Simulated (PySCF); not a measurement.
**As¹¹⁺: ionisation energy**

As¹¹⁺ [Ar] 3d4 [3d3/2^4, M_J = 0] → As¹²⁺ [Ar] 3d3 [3d3/2^3, M_J = 3/2], as a difference of total energies. Calculation: PySCF 2.14, in an even-tempered Gaussian basis (17 s from 0.76 bohr⁻², ratio 2.8; 12 p from 0.98 bohr⁻², ratio 2.8; 8 d from 0.98 bohr⁻², ratio 2.8; 4 f from 3.9 bohr⁻², ratio 3); the two-component X2C-1e Hamiltonian. Correlated levels: [Ne] frozen; the 70 highest virtual spinors dropped. "Screened" scales the spin-orbit matrix elements by Boettger's factors to mimic the two-electron term; Breit and QED terms are absent.

```tsv
method	ionisation energy (eV)
GHF (spin-free)	333.87
GMP2 (spin-free)	334.48
GHF (screened spin-orbit)	333.63
GMP2 (screened spin-orbit)	334.24
```

Problem. How much does correlation contribute at GMP2 (screened spin-orbit)?

Solution. 334.24 − (333.63) = 0.61 eV, measured against GHF (screened spin-orbit).

The spin-free rows relax to the high-spin LS determinant and lack the spin-orbit shift.

The labels give the starting determinants; with spin-orbit coupling the two ends relaxed to ⟨J²⟩ = 3.63, ⟨L²⟩ = 5.95, ⟨S²⟩ = 5.94 and ⟨J²⟩ = 6.28, ⟨L²⟩ = 11.93, ⟨S²⟩ = 3.71.

The determinant of As¹¹⁺ and of As¹²⁺ mixes levels of different J (the jj label is only the starting occupation), so the difference between spin-free and spin-orbit rows is not the physical spin-orbit shift.

For comparison: 333 ± 2.5 eV (theoretical estimate listed by NIST; NIST Atomic Spectra Database, ionization energies).
